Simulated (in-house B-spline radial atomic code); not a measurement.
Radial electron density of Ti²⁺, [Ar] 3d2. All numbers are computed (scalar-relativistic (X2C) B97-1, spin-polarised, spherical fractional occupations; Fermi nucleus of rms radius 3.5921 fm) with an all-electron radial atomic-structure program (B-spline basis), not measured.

Caution: exact exchange at fractional occupations of open shells leaves self-interaction of up to several eV.

Columns: r (bohr), 4πr²n(r) (electrons per bohr), bar.

```
 0.00273    0.719 #
 0.00328   0.9962 ##
 0.00394    1.374 ##
 0.00473    1.882 ###
 0.00568    2.564 ####
 0.00683    3.474 #####
  0.0082     4.65 #######
 0.00985    6.159 ##########
  0.0118    8.015 #############
  0.0142    10.33 ################
  0.0171    13.05 ####################
  0.0205       16 #########################
  0.0246     19.1 ##############################
  0.0296    22.08 ###################################
  0.0355    24.46 ######################################
  0.0427    25.91 #########################################
  0.0513    26.05 #########################################
  0.0616    24.85 #######################################
   0.074    22.73 ####################################
  0.0889    20.56 ################################
   0.107    19.47 ###############################
   0.128    20.28 ################################
   0.154    22.98 ####################################
   0.185    26.24 #########################################
   0.222    28.01 ############################################
   0.267    26.54 ##########################################
   0.321    21.61 ##################################
   0.385    15.19 ########################
   0.463    9.959 ################
   0.556    7.957 ############
   0.668    8.719 ##############
   0.802    10.08 ################
   0.963    10.06 ################
    1.16    8.155 #############
    1.39    5.409 ########
    1.67    2.941 #####
    2.01     1.34 ##
    2.41   0.5437 #
    2.89   0.2019 
    3.48  0.06795 
    4.18  0.02008 
    5.02 0.004498
```

On this grid the curve has 3 maxima, near 0.0513, 0.222, 0.802 bohr.

The 3d up radial function P(r) = rR(r), positive near the nucleus:

```tsv
r (bohr)	P
0.0246	0.0008147
0.0355	0.002252
0.0513	0.00607
0.074	0.01564
0.107	0.03837
0.154	0.08664
0.222	0.179
0.321	0.3311
0.463	0.5302
0.668	0.7218
0.963	0.8094
1.39	0.7351
2.01	0.5246
2.89	0.28
4.18	0.09908
```
